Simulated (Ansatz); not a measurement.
# Counterpoise correction, worked out

The pair of SiF4 (SMILES F[Si](F)(F)F, atoms 1–5) and GeF4 (SMILES F[Ge](F)(F)F, atoms 6–10), both closed shells, in one local arrangement (a lower one may exist), relaxed at PBE0-D4/def2-TZVP:

F1  (0.336, -1.557, -1.971)
Si2  (0.207, -0.005, -2.052)
F3  (0.925, 0.510, -3.340)
F4  (0.893, 0.644, -0.800)
F5  (-1.296, 0.412, -2.095)
F6  (-0.994, -0.812, 0.788)
Ge7  (-0.204, 0.006, 2.047)
F8  (-0.919, -0.447, 3.513)
F9  (1.429, -0.425, 2.071)
F10  (-0.376, 1.674, 1.839)
(Å)

Program: Ansatz 0.2.0. Basis: def2-TZVPPD. Cores are frozen in the correlated methods. Filled d shells of the heavier atoms are correlated. The def2 sets are not built for correlating such inner shells, so the correlated values are less sure here.

MP2 total energies in eV:

| system | geometry | basis functions | energy |
| --- | --- | --- | --- |
| pair | pair | all | -86070.10454 |
| SiF4 | as in the pair | all (partner as ghosts) | -18729.37533 |
| GeF4 | as in the pair | all (partner as ghosts) | -67340.66316 |
| SiF4 | as in the pair | its own | -18729.35359 |
| GeF4 | as in the pair | its own | -67340.62669 |
| SiF4 | free (PBE0-D4 minimum) | its own | -18729.35510 |
| GeF4 | free (PBE0-D4 minimum) | its own | -67340.62896 |

(1) Work out the interaction energy with and without the counterpoise correction, the superposition error, and the binding energy from the relaxed fragments.

T1 diagnostic: at most 0.013.

## Answers

(1) Without correction: -86070.10454 − (-18729.35359) − (-67340.62669) = -0.12426 eV.
With correction (each fragment in the whole basis): -86070.10454 − (-18729.37533) − (-67340.66316) = -0.06605 eV = -1.52 kcal/mol.
The superposition error is the difference, 0.05821 eV, 47 % of the uncorrected value: each fragment borrows its partner's functions.
Deformation from the free shapes: 0.00151 eV for SiF4 and 0.00227 eV for GeF4.
Binding energy from relaxed fragments: -0.06605 + 0.00151 + 0.00227 = -0.06227 eV = -1.44 kcal/mol (electronic, without zero-point energy; negative means bound). For comparison, the corrected interaction energy by CCSD(T) at an estimated basis limit (MP2 extrapolated from triple and quadruple zeta, plus CCSD(T) − MP2 in triple zeta) is -0.099 eV.

For scale, one of the runs: CCSD(T)/def2-TZVPPD, 422 basis functions, launched by `ansatz run in.yaml --threads 4 --pin off --events-out ev --progress --plain --max-ram 66560MiB --backend cuda --devices 0, --max-vram 37GiB`. Time: 54 s of wall clock on 4 CPU threads and a share of one NVIDIA H100; the host was shared. Peak host memory: 1 GiB.
